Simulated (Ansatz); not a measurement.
Cost and result for the atomization energy of `[F][GeH]([AlH2])[SiH3]` (10 atoms, 9 bonds).

```xyz
10

F     1.2749   -1.4998    1.2378
Ge    0.8177   -0.0781    0.2957
Al    0.7680   -0.7351   -2.1063
Si   -1.2339    0.6760    1.2742
H     1.9187    0.9613    0.6259
H     0.4536    0.3904   -3.1801
H     1.0077   -2.2392   -2.5373
H    -1.0718    0.9155    2.7310
H    -1.6334    1.9438    0.6046
H    -2.3014   -0.3348    1.0545
```

The species carries charge 0 and has multiplicity 1. Correlated methods include outer-core shells of Ge, which these sets cover unevenly. Scalar relativity is left out up to krypton. All single points use the PBE0-D4/def2-TZVP geometry. Program: Ansatz. All runs use 4 threads of an Arm Neoverse V1 on a shared host. Times are those of one run each, without the atoms' runs, and a repeat can differ threefold. Electronic energies, without spin–orbit coupling; frozen cores. CCSD(T)/CBS adds CCSD(T) − MP2 in def2-TZVPP to the MP2 limit, and its time is that of the two runs behind it. T1 = 0.013. With those shells the extrapolation isn't a true limit. B3LYP takes the VWN-RPA correlation (the form of Gaussian; ORCA's B3LYP/G).

CCSD(T)/CBS is a level of theory with its own doubt, some kJ/mol a heavy atom from the limit and from the frozen cores, so smaller differences don't rank the functionals.

| level | functions | atomization (kcal/mol) | difference from CCSD(T)/CBS | per bond |
| --- | --- | --- | --- | --- |
| ωB97X-V/def2-TZVPP | 247 | 663.5 | 3.7 | 0.4 |
| CCSD(T)/def2-TZVPP | 247 | 644.0 | -15.8 | -1.8 |
| r2SCAN-D4/def2-TZVPP (with forces) | 247 | 657.7 | -2.1 | -0.2 |
| PBE0-D4/def2-TZVPP | 247 | 644.2 | -15.6 | -1.7 |
| B3LYP-D4/def2-TZVPP (with forces) | 247 | 652.8 | -7.0 | -0.8 |
| MP2/def2-QZVPP | 466 | 650.5 | -9.3 | -1.0 |
| PBE-D4/def2-TZVPP (with forces) | 247 | 648.6 | -11.2 | -1.2 |
| B2PLYP/def2-TZVPP | 247 | 645.4 | -14.4 | -1.6 |
| ωB97M-V/def2-TZVPP (with forces) | 247 | 653.3 | -6.5 | -0.7 |
| CCSD(T)/CBS(def2) | – | 659.8 | 0.0 | 0.0 |

**Question.** Order the runs by time, with rough figures. (An estimate is asked.)

**Answer.** Computed: PBE-D4/def2-TZVPP (with forces) 2.7 s; PBE0-D4/def2-TZVPP 3.6 s; r2SCAN-D4/def2-TZVPP (with forces) 5.5 s; B3LYP-D4/def2-TZVPP (with forces) 5.5 s; B2PLYP/def2-TZVPP 6.5 s; ωB97X-V/def2-TZVPP 8.5 s; ωB97M-V/def2-TZVPP (with forces) 13 s; MP2/def2-QZVPP 23 s; CCSD(T)/def2-TZVPP 2.7 min; CCSD(T)/CBS(def2) 3 min.

From PBE to PBE0 (25 % exact exchange), in def2-TZVPP and without D4, the atomization energy moves by −3.8 kcal/mol: exact exchange takes away binding that semilocal exchange gives to molecules. The D4 term adds +7.8 kcal/mol with B3LYP and +4.2 kcal/mol with PBE0; it sums over pairs of atoms, weighted by their polarisabilities, and B3LYP, whose exchange is more repulsive, gets the larger term. In def2-TZVPP, CCSD(T) changes the Hartree–Fock value by +153.8 kcal/mol (the triples alone add +6.8 kcal/mol) and MP2 by +150.8 kcal/mol; breaking electron pairs costs correlation energy, which Hartree–Fock lacks.
